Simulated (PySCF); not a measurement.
SMILES Cl[TeH] (HClTe), B3LYP/def2-SVP optimised geometry. Atoms within 1.6 Å of the plane z = 0.6 Å (x, y, z in Å): Te1 (-1.14, -0.84, 0.00), H2 (-1.26, 0.84, 0.00), Cl3 (1.26, -0.84, 0.00).

Level of theory: B3LYP/def2-TZVP, def2 effective core potentials past Kr (PySCF). The core electrons that the potentials of Te replace are not part of the density.

Map of the HOMO amplitude (bohr^(-3/2)) on the plane z = 0.6 Å; orbital energy -6.48 eV, overall sign arbitrary:

```
|+++++++++++++++++++++++++++++++|
|+++++++++++++++++++++++++++++++|
|+++++++++++++++++++++++++++++++|
|+++++++++++++++++++++++++++++++|
|+++++++++++++++++++++++++++++++|
|+++++++++++++++++++++++++++++++|
|+++++++++++++++++++++++++++++++|
|+++++++++++++++++++++++++++++++|
|+++++++++++++++++++++++++++++++|
|+++++++++++++++++++++++++++++++|
|+++++++++++++++++++++++++++++++|
|++++++++****+++++++++++++++++++|
|++++++********++++++=====++++++|
|+++++***####***++++========++++|
|++++***##%%%##**++=========++++|
|++++**##%@@@%##*++=-----====+++|
|+++**##%@@@@@%#*+==-:::--====++|
|+++**#%@@@@@@@#*+=-:...:-====++|
|+++**#%@@@%%@@%*+=-.   :-====++|
|+++**#%@@@%%@@%*+=-.   :-====++|
|+++**#%@@@@@@@#*+=-:. .:-====++|
|+++**##%@@@@@%#*+=--:::--====++|
|++++**##%@@@%##*+==-----====+++|
|++++***###%###**++==========+++|
|+++++****###***+++=========++++|
|+++++++*******+++++======++++++|
|+++++++++++++++++++++++++++++++|
|+++++++++++++++++++++++++++++++|
|+++++++++++++++++++++++++++++++|
|+++++++++++++++++++++++++++++++|
|+++++++++++++++++++++++++++++++|
```
Scale: ten equal steps from -0.126 (start of ' ') to 0.117 (end of '@'), in the order ' .:-=+*#%@'; x runs from -3.50 to 3.50, y from -3.50 (bottom) to 3.50 (top).
